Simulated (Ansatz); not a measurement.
`[O]=[Nb]([OH])([F])[Cl]` + H–F → `[O]=[Nb]([F])([F])[Cl]` + H₂O at 298.15 K and 1 bar (ligand exchange at the Nb–O bond).

Computed with Ansatz on PBE0-D4/def2-TZVP structures; ΔE is electronic, products minus reactants. CCSD(T)/CBS is the MP2 limit (def2-TZVPP, def2-QZVPP) plus CCSD(T) − MP2 in def2-TZVPP, frozen cores. This one scheme is used for every species. def2 core potentials past Kr. For Nb outer-core shells are correlated without core-valence functions, which leaves a few kJ/mol of doubt a bond. One conformer a species, not always the lowest.

```tsv
species	CCSD(T)/CBS energy (Eh)	H − E (kJ/mol)	S (J/(mol·K))
`[O]=[Nb]([OH])([F])[Cl]`	-767.67871	72.8	348.0
H–F	-100.39570	33.5	173.6
`[O]=[Nb]([F])([F])[Cl]`	-791.70274	42.3	342.1
H₂O	-76.37941	66.4	188.7
```

H − E and S are ideal-gas, rigid-rotor, harmonic terms from PBE0-D4/def2-TZVP, for one conformer and one mirror image of each species. 1 Eh = 2625.50 kJ/mol, R = 8.31446 J/(mol·K).

Task: By hand: ΔE, ΔH, ΔS and ΔG.

Result: ΔE = (-791.70274) + (-76.37941) − (-767.67871) − (-100.39570) = -0.00774 Eh = -20.3 kJ/mol. Δ(H − E) = 42.3 + 66.4 − 72.8 − 33.5 = 2.4, so ΔH = -17.9 kJ/mol. ΔS = 342.1 + 188.7 − 348.0 − 173.6 = 9.2 J/(mol·K). ΔG = -17.9 − 298.15 × (9.2)/1000 = -20.6 kJ/mol.

Task: By hand: the equilibrium constant, and the temperature at which ΔG would vanish if ΔH and ΔS stayed fixed.

Result: log₁₀ K = −ΔG/(RT ln 10) = 3.6. ΔH and −TΔS have one sign here, so there is no such temperature.

The number of gas molecules stays the same, so ΔS is small and ΔH decides. A doubt of 5 kJ/mol in ΔE shifts log₁₀ K by 0.9 here. Other conformers and mirror images would add mixing entropy, several J/(mol·K) or more a flexible species. These are equilibria of isolated gas molecules and say nothing of rates. Largest T1 diagnostic: 0.022 (customary marks: 0.02 for closed shells, 0.045 for open ones).

ΔS is within the doubt of such terms, so its sign, and with it that verdict, could turn.
